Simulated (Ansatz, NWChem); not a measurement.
# How basis sets differ on CH6Ge (SMILES [CH3][GeH3])

The species is CH6Ge (8 atoms), meant as a singlet with charge 0. SMILES: `[CH3][GeH3]`. The coordinates come from a PBE0-D4/def2-TZVP relaxation.

Each level gives the vertical ionisation energy (to the doublet cation) (eV). The values are calculated.

```json
{"level": "MP2/SBKJC-VDZ (core potential)", "kind": "perturbation theory", "program": "NWChem", "value (eV)": "10.94", "CPU time (all runs)": "4.8 s"}
{"level": "MP2/LANL2DZ (core potential)", "kind": "perturbation theory", "program": "NWChem", "value (eV)": "11.09", "CPU time (all runs)": "6 s"}
{"level": "MP2/DGauss-DZVP", "kind": "perturbation theory", "program": "NWChem", "value (eV)": "11.24", "CPU time (all runs)": "64 s"}
{"level": "MP2/jorge-DZP", "kind": "perturbation theory", "program": "NWChem", "value (eV)": "11.33", "CPU time (all runs)": "1.8 min"}
{"level": "MP2/def2-SVPD", "kind": "perturbation theory", "program": "Ansatz", "value (eV)": "11.39", "CPU time (all runs)": "22 s"}
```

All-electron rows without a relativistic Hamiltonian named are non-relativistic, while core potentials hold scalar relativity, so basis and relativity change together. The values span 10.94 to 11.39 eV. In the correlated wave-function rows the outer d shell of Ge is correlated, in sets not made for it. Without the sets that lack polarisation functions the rows with a basis span only 11.24 to 11.39 eV. Times are those of the runs behind each value, whatever else they computed, on shared processors of several kinds: orders of magnitude only.
